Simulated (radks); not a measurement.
Values are calculated unless marked as measured or tabulated.
Problem. These are the eigenvalues of the occupied orbitals of an atom or ion with whole-number occupations (hartree). Level of theory: non-relativistic Kohn-Sham, LDA (Slater exchange, Perdew-Wang correlation), spin-unpolarised, spherical densities, point nucleus (a radial shooting solver on a logarithmic mesh with Libxc functionals).

1s: -2962.988
2s: -551.0115
2p: -533.0192
3s: -177.3225
3p: -168.9214
3d: -153.3193
4s: -79.01820
4p: -75.27113
4d: -68.52506

Which element is it, and in what charge state? The configuration may be excited.

Solution. Z = 82, lead, charge +39: Pb39+ in [Kr] 4d7. The list shows which subshells hold electrons but not how many an open one holds; the 1s level, -2963 hartree, gives Z - s = 77.0 by -(Z - s)^2/2, which with screening narrows Z to a few neighbours, and the depths of the outer levels then fix element, charge and occupations together.
